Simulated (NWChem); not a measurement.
System: SbBr$_{2}$F; SMILES [F][Sb]([Br])[Br]

Here is an NWChem input.

```
start job
memory heap 200 mb stack 900 mb global 1100 mb
geometry units angstroms noautoz
  Sb     0.802164     0.263715     0.000000
  F      1.484515    -1.542177     0.000000
  Br    -0.802479    -0.023057     1.909696
  Br    -0.802479    -0.023057    -1.909696
end
basis spherical
  * library sto-3g
end
dft
  xc b3lyp
  iterations 150
  mulliken
end
task dft energy
```

Parts of the log:

```
             Northwest Computational Chemistry Package (NWChem) 7.3.0
             --------------------------------------------------------

 CS  symmetry detected

                             Geometry "geometry" -> ""
                             -------------------------

 Output coordinates in angstroms (scale by  1.889725989 to convert to a.u.)

  No.       Tag          Charge          X              Y              Z
 ---- ---------------- ---------- -------------- -------------- --------------
    1 Sb                  51.0000     0.78917049     0.34993778     0.00000000
    2 F                    9.0000     1.62714177    -1.38921515     0.00000000
    3 Br                  35.0000    -0.78417101    -0.07634129    -1.90969600
    4 Br                  35.0000    -0.78417101    -0.07634129     1.90969600

 Effective nuclear repulsion energy (a.u.)    1147.6438248762

      Symmetry information
      --------------------

 Group name             Cs
 Group number              2
 Group order               2
 No. of unique centers     3

                                 NWChem DFT Module
                                 -----------------

 Summary of "ao basis" -> "ao basis" (spherical)
 ------------------------------------------------------------------------------
       Tag                 Description            Shells   Functions and Types
 ---------------- ------------------------------  ------  ---------------------
 Sb                          sto-3g                 11       27   5s4p2d
 F                           sto-3g                  3        5   2s1p
 Br                          sto-3g                  8       18   4s3p1d

      Symmetry analysis of basis
      --------------------------

        a'         41
        a"         27

            General Information
            -------------------
          SCF calculation type: DFT
          Wavefunction type:  closed shell.
          No. of atoms     :     4
          No. of electrons :   130
           Alpha electrons :    65
            Beta electrons :    65
          Charge           :     0
          Spin multiplicity:     1
          Use of symmetry is: on ; symmetry adaption is: on
          Maximum number of iterations: 150
          AO basis - number of functions:    68
                     number of shells:    30
          Convergence on energy requested:  1.00D-06
          Convergence on density requested:  1.00D-05
          Convergence on gradient requested:  5.00D-04

              XC Information
              --------------
                         B3LYP Method XC Potential
                     Hartree-Fock (Exact) Exchange  0.200
                        Slater Exchange Functional  0.800 local
                    Becke 1988 Exchange Functional  0.720 non-local
              Lee-Yang-Parr Correlation Functional  0.810
                  VWN I RPA Correlation Functional  0.190 local

             Grid Information
             ----------------
          Grid used for XC integration:  medium
          Radial quadrature: Mura-Knowles
          Angular quadrature: Lebedev.
          Tag              B.-S. Rad. Rad. Pts. Rad. Cut. Ang. Pts.
          ---              ---------- --------- --------- ---------
          Sb                  1.45      123           7.0       590
          F                   0.50       49           8.0       434
          Br                  1.15      112          10.0       590
          Grid pruning is: on
          Number of quadrature shells:   284
          Spatial weights used:  Erf1

      Superposition of Atomic Density Guess
      -------------------------------------

 Sum of atomic energies:      -11438.59254257

      Non-variational initial energy
      ------------------------------

 Total energy =  -11438.378717
 1-e energy   =  -18195.492964
 2-e energy   =    5609.470422
 HOMO         =      -0.148973
 LUMO         =       0.192904

      Symmetry analysis of molecular orbitals - initial
      -------------------------------------------------

  Numbering of irreducible representations:

     1 a'          2 a"

  Orbital symmetries:

     1 a'          2 a'          3 a"          4 a'          5 a"
     6 a'          7 a'          8 a'          9 a"         10 a'
    11 a"         12 a"         13 a'         14 a"         15 a'
    16 a'         17 a"         18 a'         19 a'         20 a'
    21 a"         22 a'         23 a'         24 a"         25 a'
    26 a'         27 a"         28 a'         29 a"         30 a"
    31 a'         32 a"         33 a'         34 a'         35 a"
    36 a'         37 a'         38 a'         39 a"         40 a'
    41 a'         42 a"         43 a"         44 a'         45 a'
    46 a"         47 a"         48 a'         49 a"         50 a'
    51 a"         52 a'         53 a'         54 a'         55 a"
    56 a'         57 a'         58 a"         59 a'         60 a"
    61 a'         62 a'         63 a"         64 a"         65 a'
    66 a'         67 a"         68 a'

     ---------------------------------------------
      Total Density - Mulliken Population Analysis
     ---------------------------------------------

    Atom       Charge   Shell Charges
 -----------   ------   -------------------------------------------------------
    1 Sb  51    49.47   2.00  2.00  6.00  2.00  5.99  2.00  5.99  1.74  1.75 10.00  9.99
    2 F    9     9.59   2.00  1.95  5.64
    3 Br  35    35.47   2.00  2.00  6.00  2.00  5.99  1.96  5.52 10.00
    4 Br  35    35.47   2.00  2.00  6.00  2.00  5.99  1.96  5.52 10.00

[...]
```

Level: B3LYP/STO-3G, non-relativistic. Coordinates come from a PBE0/def2-SVP (def2 core potentials past Kr) optimisation.
